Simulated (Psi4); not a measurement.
Dimer: PH3 (SMILES P) (first 4 atoms) with H2Se (SMILES [SeH2]); geometry from B3LYP-D3(BJ)/def2-TZVP, rigid monomers moved along the line of their centres of mass till P1···Se5 is 6.55 Å.
(charge 0, multiplicity 1):
```xyz
7

P      0.116     0.076    -0.172
H     -0.638     1.265    -0.006
H      0.206     0.218    -1.582
H     -1.032    -0.753    -0.234
Se     0.435     0.125     6.371
H      0.122    -0.364     7.724
H      1.144    -1.118     6.039
```

The numbers are results of SAPT0/aug-cc-pVDZ (Psi4), not measurements.

Question: Give the four SAPT terms and the total, and say what mostly holds the pair together.

Answer: electrostatics -0.06, exchange 0.00, induction 0.00, dispersion -0.06, total -0.12 kcal/mol; the largest attraction is dispersion.
